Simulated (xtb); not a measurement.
Species: H$_{2}$B, SMILES `[BH2]` (charge 0, multiplicity 2).

Question: Give a relaxed geometry from xtb with GFN2-xTB.

Answer: the end point of this relaxation (outside a Z-matrix the atoms follow the SMILES, hydrogens last).
Z-matrix (Å, degrees):
```
B
H 1 1.1592
H 1 1.1592 2 128.36
```
